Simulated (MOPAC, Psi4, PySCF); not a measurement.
Interaction energy of CF4 ··· C3H9Al (SMILES FC(F)(F)F and [CH3][Al]([CH3])[CH3]). Monomers: optimised at B3LYP-D3(BJ) (def2-TZVP and def2-SVP), held rigid. Orientation: lowest of the rigid-body minima from ten starts at GFN2-xTB. Only R, the distance of the centres of mass, is varied, so the lowest point isn't the relaxed dimer.

Methods: PM6, restricted, heats of formation (MOPAC); PM3, restricted, heats of formation (MOPAC); RKS-B3LYP/6-31G* = restricted B3LYP/6-31G*, spherical d, no counterpoise correction run with PySCF 2.14.0; SAPT0/jun-cc-pVDZ, frozen core (Psi4).

Interaction energies in kcal/mol; the last columns give the difference from SAPT0:

| R / Å | PM6 | PM3 | RKS-B3LYP/6-31G* | SAPT0/jun-cc-pVDZ | PM6 − SAPT0/jun-cc-pVDZ | PM3 − SAPT0/jun-cc-pVDZ | RKS-B3LYP/6-31G* − SAPT0/jun-cc-pVDZ |
|---|---|---|---|---|---|---|---|
| 2.51 | 5.57 | 0.47 | 32.96 | 40.03 | -34.47 | -39.56 | -7.07 |
| 2.67 | 1.55 | -9.88 | 19.11 | 25.42 | -23.88 | -35.30 | -6.31 |
| 2.88 | -0.51 | 5.83 | 8.23 | 13.66 | -14.17 | -7.82 | -5.42 |
| 3.11 | -0.97 | 29.07 | 2.14 | 6.66 | -7.63 | 22.41 | -4.52 |
| 3.33 | -0.77 | 35.27 | -0.54 | 3.20 | -3.98 | 32.06 | -3.75 |
| 3.47 | -0.55 | 32.60 | -1.38 | 1.95 | -2.50 | 30.65 | -3.33 |
| 3.83 | -0.03 | 20.92 | -2.08 | 0.44 | -0.47 | 20.48 | -2.52 |
| 4.09 | 0.17 | 14.38 | -1.99 | 0.08 | 0.10 | 14.30 | -2.07 |
| 4.61 | 0.25 | 6.65 | -1.34 | -0.08 | 0.33 | 6.73 | -1.26 |
| 5.33 | 0.16 | 2.24 | -0.46 | -0.05 | 0.22 | 2.30 | -0.41 |
| 6.34 | 0.08 | 0.51 | -0.03 | -0.02 | 0.10 | 0.53 | -0.01 |
| 7.59 | 0.03 | 0.10 | 0.00 | -0.01 | 0.04 | 0.11 | 0.01 |

PM6 is furthest from SAPT0/jun-cc-pVDZ at 2.51 (-34.47 kcal/mol, below); its mean absolute difference over the points is 7.32 kcal/mol.

PM3 is furthest from SAPT0/jun-cc-pVDZ at 2.51 (-39.56 kcal/mol, below); its mean absolute difference over the points is 17.69 kcal/mol.

RKS-B3LYP/6-31G* is furthest from SAPT0/jun-cc-pVDZ at 2.51 (-7.07 kcal/mol, below); its mean absolute difference over the points is 3.06 kcal/mol.
